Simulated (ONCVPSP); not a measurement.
**N (Z = 7): what ONCVPSP 4.0.1 does with a changed input**

Command:

```bash
oncvpsp.x < N.dat > N.out
```

Input:

```
# ATOM AND REFERENCE CONFIGURATION
# atsym  z   nc   nv     iexc    psfile
  N 7.00    1    2        4      upf
#
#   n    l    f
    1    0    2.00
    2    0    2.00
    2    1    3.00
#
# PSEUDOPOTENTIAL AND OPTIMIZATION
# lmax
    1
#
#   l,   rc,      ep,       ncon, nbas, qcut
    0    0.85    0.00    4    8    5.90
    1    1.25    0.00    4    8    6.80
    2    1.25    0.15    4    8    8.10
#
# LOCAL POTENTIAL
# lloc, lpopt,  rc(5),   dvloc0
    4    5    0.75    6.00
#
# VANDERBILT-KLEINMAN-BYLANDER PROJECTORs
# l, nproj, debl
    0    2    2.70
    1    2    0.80
    2    1    1.60
#
# MODEL CORE CHARGE
# icmod, fcfact, rcfact
    3    3.00    1.20
#
# LOG DERIVATIVE ANALYSIS
# epsh1, epsh2, depsh
   -2.00    5.00    0.02
#
# OUTPUT GRID
# rlmax, drl
    6.00    0.01
#
# TEST CONFIGURATIONS
# ncnf
    4
# nvcnf
#   n    l    f
    2
    2    0    2.00
    2    1    2.00
#
    2
    2    0    2.00
    2    1    1.00
#
    2
    2    0    2.00
    2    1    0.00
#
    2
    2    0    2.00
    2    1    2.50
#
```

Output:

```
ONCVPSP  (Optimized Norm-Conservinng Vanderbilt PSeudopotential)
scalar-relativistic version 4.0.1

Read ERROR, input data file line  17
Program will stop
```

This input was made by a single change from one that runs to its end. What was changed?

The change: lmax lowered by one with the lists unchanged. The program refuses the input: "Read ERROR, input data file line 17".
